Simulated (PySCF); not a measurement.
A structure optimised at PBE-D3(BJ)/def2-SVP, used in a PySCF frequency run:

```xyz
6

Ga    -0.7907     0.0094     0.0000
As     1.6162    -0.0636     0.0000
H      1.6113     1.0091     1.1064
H      1.6113     1.0091    -1.1064
F     -1.7804    -0.0117    -1.4649
F     -1.7804    -0.0117     1.4649
```

Problem. Write its SMILES, formula and point group.

Solution. [F][Ga]([F])[AsH2], AsF2GaH2, Cs

Problem. What are its rotational constants (standard atomic weights)?

Solution. 5.8563, 1.3759, 1.1255 GHz
